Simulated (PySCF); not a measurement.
Structure with atom numbers: `[CH2:1]=[C:2]1[CH2:3][C@H:4]1[O:5][SiH2:6][F:7]` (H(Xn): hydrogen on atom n). Ha(C1) is cis to C3; Ha(C3) is cis to O5 on the ring; Ha(Si6) is pro-R; Hb(Si6) is pro-S; Hb(C1) is trans to C3; Hb(C3) is trans to O5 on the ring.

Relativity neglected, gas phase, one computed conformer. Coordinates at the GFN2-xTB level; σ from GIAO-PBE0/pcSseg-1; PySCF 2.14.0 with density-fitted response routines.

Q: List the cross peaks expected in HSQC, COSY and HMBC spectra.

A: 

HSQC (one-bond C–H):
| δH | δC |
| --- | --- |
| 6.21 (Hb(C1)) | 114.7 (C1) |
| 5.98 (Ha(C1)) | 114.7 (C1) |
| 4.34 (H(C4)) | 50.7 (C4) |
| 1.49 (Hb(C3)) | 16.1 (C3) |
| 1.42 (Ha(C3)) | 16.1 (C3) |

COSY cross peaks (H two or three bonds apart, from the bond graph; peaks can be absent where the dihedral angle is near 90°):
| δH | δH |
| --- | --- |
| 6.21 (Hb(C1)) | 5.98 (Ha(C1)) |
| 4.98 (Ha(Si6)) | 4.55 (Hb(Si6)) |
| 4.34 (H(C4)) | 1.49 (Hb(C3)) |
| 4.34 (H(C4)) | 1.42 (Ha(C3)) |
| 1.49 (Hb(C3)) | 1.42 (Ha(C3)) |

HMBC (two and three bonds, from the bond graph):
| δH | δC |
| --- | --- |
| 6.21 (Hb(C1)) | 142.8 (C2), 50.7 (C4), 16.1 (C3) |
| 5.98 (Ha(C1)) | 142.8 (C2), 50.7 (C4), 16.1 (C3) |
| 4.98 (Ha(Si6)) | 50.7 (C4) |
| 4.55 (Hb(Si6)) | 50.7 (C4) |
| 4.34 (H(C4)) | 142.8 (C2), 114.7 (C1), 16.1 (C3) |
| 1.49 (Hb(C3)) | 142.8 (C2), 114.7 (C1), 50.7 (C4) |
| 1.42 (Ha(C3)) | 142.8 (C2), 114.7 (C1), 50.7 (C4) |

Chemical shifts δ = σref − σ; 1H (31.72 ppm), 13C (186.93 ppm) against TMS, all at this level.

Shifts are as computed. Against solution values, carbons near 30 ppm lie about +3 ppm off and those near 130 ppm about +5 ppm. Of 1211 compounds with measured shifts, 218 miss one by over three times the rms of a fit or turn the order of signals round; such compounds aren't used in these exercises.
